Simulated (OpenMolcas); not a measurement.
Ni3+ (d7) in a complex was computed by CASSCF with the d shell active (OpenMolcas, ANO-RCC-VTZP on the metal). Its lowest spin-free states, and all those of the highest spin:

```csv
2S+1,Degeneracy,E (cm-1)
4,2,0.0
4,2,558.5
4,2,2988
4,1,5949
2,2,13877
2,1,14172
2,2,14658
2,2,15949
2,2,16250
2,1,17315
2,2,18892
2,2,20584
4,1,22033
4,2,22761
```

Problem. Is the site octahedral, tetrahedral or cube-like, axial, or of lower symmetry?

Solution. The states with 2S+1 = 4 have orbital degeneracies 2, 2, 2, 1, 1, 2. There are pairs but no triples, so the site is axial: not cubic, but with a proper or improper axis of order three or more. The run had Ni3+ with 2 ligands (sulfide) in linear coordination (D∞h) at 2.12 Å. A charge of +0.5 e stands 3.2 Å behind each ligand. Ligand basis ANO-RCC-VDZP.

Without dynamic correlation the repulsion within the d shell is too large (B by tens of per cent), so at a given field states of lower spin stand too high. This shell can be high or low spin here, a state of another spin lies low, and with metal d orbitals alone active their balance is uncertain, so the ground spin may be wrong. The least metal-like active orbital is 77 % on the metal (Löwdin) and no ligand orbital is active, so the numbers are rough. The sulfide ions are held by bare point charges, a crude embedding. Ligand-to-metal charge-transfer states are missing. This ion would oxidise such ligands; the complex is a model and need not exist. With no ligand orbital active B as a rule stays too high, so bands that hang on it stand too high and its fall with covalency is understated. No measured value stands beside these numbers; the geometry is a model, was not optimised and need not be the one that this ion takes.
